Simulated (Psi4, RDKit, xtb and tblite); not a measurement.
Torsional profile of SMILES O=Cc1cccc(S)c1 (C7H6OS). Scanned: dihedral O1–C2–C3–C4 and dihedral C6–C7–S8–H14; all other coordinates were relaxed at GFN2-xTB. Points at φ and −φ are mirror images. Heavy atoms are numbered in the order of the SMILES O=Cc1cccc(S)c1, hydrogens after them in the order of the atoms that carry them; the mirror image has the same energies with the sign of each dihedral reversed.

GFN2-xTB (xtb and tblite); MMFF94 // GFN2-xTB (RDKit); PBE/def2-SVP // GFN2-xTB (Psi4); PBE-D3(BJ)/def2-SVP // GFN2-xTB (Psi4); UFF // GFN2-xTB (RDKit).

Energies in kJ/mol at chosen points (x: dihedral O1–C2–C3–C4 (°); y: dihedral C6–C7–S8–H14 (°)), relative to x = 0, y = -90:

| method | (90, -30) | (90, 90) | (30, -90) | (30, 120) | (60, -60) | (180, 0) | (-60, 120) |
|---|---|---|---|---|---|---|---|
| GFN2-xTB | 11.4 | 23.0 | 4.4 | 1.3 | 11.5 | -13.3 | 11.9 |
| MMFF94 | 34.7 | 37.0 | 6.7 | 7.2 | 23.5 | 0.8 | 23.6 |
| PBE/def2-SVP | 36.1 | 43.3 | 9.1 | 7.5 | 27.5 | -8.8 | 28.1 |
| PBE-D3(BJ)/def2-SVP | 36.1 | 43.5 | 9.2 | 7.4 | 27.6 | -8.9 | 28.1 |
| UFF | 67.8 | 38.9 | 6.8 | 15.9 | 36.6 | 39.0 | 34.4 |
